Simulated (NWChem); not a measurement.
SiF2, singlet; SMILES F[Si]F

```xyz
3

Si     0.0000     0.0000     0.5803
F      1.2460     0.0000    -0.4513
F     -1.2460     0.0000    -0.4513
```
Atoms are numbered in this order, from 1.

Computed with NWChem. Pople sets run with spherical d functions. Low-valent species are run as closed-shell singlets; no triplet was tried in these runs. STO-3G and 3-21G are far too small for this property and stand as cheap habits. Coordinates come from a B3LYP/6-31G* (spherical d) optimisation. Vertical excitations in the gas phase; the lowest state need not have the same character in each row.

```tsv
level	basis functions	lowest excitation, singlet (eV)	oscillator strength of that lowest state	orbital gap (eV)
PBE/3-21G, TDA	31	5.13	0.166	3.91
PBE/6-31G*, TDA	46	5.57	0.206	4.14
PBE/6-31+G*, TDA	58	5.57	0.228	4.09
PBE/def2-SVP, TDA	46	5.61	0.208	4.12
PBE/def2-SVPD, TDA	70	5.69	0.209	4.12
PBE/def2-TZVP, TDA	99	5.62	0.216	4.11
PBE/aug-cc-pVDZ, TDA	73	5.53	0.213	4.07
PBE/def2-TZVPD, TDA	123	5.62	0.223	4.11
```
